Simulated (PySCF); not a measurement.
Input for PySCF: R-B3LYP/3-21G on C4H8O (SMILES CCCC=O).

```python
from pyscf import gto, scf, dft, mp
from pyscf.data.elements import chemcore

mol = gto.M(
    atom='''
    C     1.77884981    0.11439985   -0.22557862
    C     0.29297859    0.23883996   -0.54791413
    C    -0.59865923   -0.20836385    0.61849044
    C    -2.05487664   -0.16735910    0.24965613
    O    -2.89162757    0.49657823    0.80426390
    H     2.04415155    0.72016873    0.64340602
    H     2.39259020    0.44652985   -1.06434721
    H     2.04685574   -0.92093065   -0.00302503
    H     0.05435656    1.27545846   -0.80071489
    H     0.05729704   -0.35807097   -1.43426153
    H    -0.35058189   -1.24502958    0.87828913
    H    -0.43925341    0.41282052    1.50116540
    H    -2.33208074   -0.80504143   -0.61942960
    ''',
    basis='3-21g',
    charge=0, spin=0, verbose=3, max_memory=1800)
mf = dft.RKS(mol, xc='b3lyp')
mf.conv_tol = 1e-8
mf.max_cycle = 100
mf.kernel()
if not mf.converged:
    mf = mf.newton().run(mf.mo_coeff, mf.mo_occ)
```

Problem. Predict the final total energy.

Solution. -231.1797 hartree.
